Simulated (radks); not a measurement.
The numbers below are computed, except where a source is named.
Valence configurations of W III (all share [Xe]). Code: a radial shooting solver on a logarithmic mesh with Libxc functionals. Model: scalar-relativistic Kohn-Sham, BLYP, spin-polarised, spherical densities, finite nucleus; open shells are filled with parallel spins first (spin-orbit coupling, left out, can overturn this in heavy ions); Fermi nuclear charge, rms radius 5.3658 fm. Energies are relative to 4f14 5d4; eigenvalues in eV for spin up.

\begin{tabular}{lrrrrrr}
valence & E (eV) & moment (Bohr magnetons) & e(4f) & e(5d) & e(6p) & e(6s) \\ \hline
4f14 5d4 & 0.000 & 4 & -49.014 & -20.682 & - & - \\
4f13 5d5 & 31.447 & 6 & -58.765 & -22.361 & - & - \\
4f13.5 5d4 6s0.5 & 15.615 & 5 & -55.432 & -22.564 & - & -20.852 \\
4f14 5d3 6p1 & 8.067 & 4 & -53.610 & -23.855 & -15.031 & - \\
4f13 5d4 6s1 & 33.765 & 6 & -62.111 & -24.526 & - & -21.778 \\
4f14 5d3.5 6p0.5 & 3.848 & 4 & -51.296 & -22.272 & -14.219 & - \\
4f13 5d4 6p1 & 40.972 & 6 & -63.560 & -25.731 & -15.367 & - \\
4f12 5d5 6p1 & 81.034 & 8 & -73.978 & -27.557 & -15.659 & - \\
4f12 5d6 & 73.154 & 6 & -69.257 & -23.802 & - & - \\
4f14 5d2 6s2 & 4.416 & 2 & -55.535 & -24.573 & - & -21.987 \\
\end{tabular}

NIST lists [Xe] 4f14 5d4 as the ground configuration; this level of theory agrees among the configurations tried. The energies are those of spherical high-spin densities, not of single terms.
